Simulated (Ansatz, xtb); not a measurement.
# Two structures of AlFGeH6Si

Structure a is a singlet given by its coordinates and structure b is `[F][AlH][GeH2][SiH3]`, a singlet. Both are isolated molecules in the gas phase, relaxed with B3LYP/6-31G*; the shapes shown needn't be the lowest conformers.

a (Å):

```
atom    x (Å)    y (Å)    z (Å)
  Al  -0.5630   0.7475   0.6425
   F  -1.5853   1.5053   1.7224
  Ge   0.6237  -1.5179   1.4302
  Si  -0.1964   1.7075  -1.5802
   H   0.8272   0.1908   1.6207
   H   1.2585   1.9012  -1.8420
   H   1.1558  -1.2805  -0.0681
   H  -0.9090  -0.9993   0.8159
   H  -0.8697   3.0282  -1.7313
   H  -0.7256   0.8007  -2.6393
```

Close contacts (Å): Al1–F2 1.67, Al1–Ge3 2.68, Al1–Si4 2.45, Al1–H5 1.79, Al1–H8 1.79, Ge3–H5 1.73, Ge3–H7 1.61, Ge3–H8 1.73, Si4–H6 1.49, Si4–H9 1.49, Si4–H10 1.49.

b (Å):

```yaml
atoms:
  - { symbol: Al, position_ang: [-2.9302, 2.6234, -0.5839] }
  - { symbol: F, position_ang: [-3.8303, 1.2868, -0.1679] }
  - { symbol: Ge, position_ang: [-0.5498, 2.2801, -1.1905] }
  - { symbol: Si, position_ang: [0.1700, -0.0097, -1.1432] }
  - { symbol: H, position_ang: [-3.7106, 4.0061, -0.5474] }
  - { symbol: H, position_ang: [-0.2826, 2.8618, -2.6072] }
  - { symbol: H, position_ang: [0.3564, 3.1106, -0.2385] }
  - { symbol: H, position_ang: [1.6050, -0.1361, -1.5192] }
  - { symbol: H, position_ang: [-0.0121, -0.5713, 0.2230] }
  - { symbol: H, position_ang: [-0.6408, -0.8172, -2.0950] }
```

Question: Which of the two would you expect CCSD(T)/def2-SVP + ΔMP2/def2-TZVPP electronic energies to favour?

Answer: Structure b; the calculation gives E(b) − E(a) = −45.6 kJ/mol.

The same difference at several levels:

```
                             level      geometry  E(b) − E(a) (kJ/mol)  departure from the last row (kJ/mol)  job, with rough time for the two
                      B3LYP/6-31G*  B3LYP/6-31G*                   −34.1                                 +11.5                optimisation, 38 s
                       HF/def2-SVP  B3LYP/6-31G*                   −72.4                                 −26.8           part of the CCSD(T) run
                      MP2/def2-SVP  B3LYP/6-31G*                   −60.4                                 −14.9           part of the CCSD(T) run
                  CCSD(T)/def2-SVP  B3LYP/6-31G*                   −47.0                                  −1.4                      single point
CCSD(T)/def2-SVP + ΔMP2/def2-TZVPP  B3LYP/6-31G*                   −45.6                                                      single point, 24 s
```

The levels shown agree on the order. The largest departure from CCSD(T)/def2-SVP + ΔMP2/def2-TZVPP is that of HF/def2-SVP, 26.8 kJ/mol. Levels run at GFN2-xTB geometries aren't shown. The last row adds to CCSD(T) the change of the MP2 difference between the two basis sets, here +1.4 kJ/mol.

With harmonic frequencies from B3LYP/6-31G* (ideal gas, rigid rotor, one conformer each, 298.15 K, 1 atm): on the last row, ΔE + ΔZPE = −46.5 kJ/mol. A mode under 50 cm⁻¹ makes harmonic enthalpies and free energies unreliable, so none is given.

The correlated steps freeze 20 core orbitals; the filled d shell of Ge is correlated, in a basis made for valence electrons. Codes used: Ansatz 0.2.0; the last row on 2 threads of Intel(R) Xeon(R) 6975P-C (Granite Rapids) on a shared host.
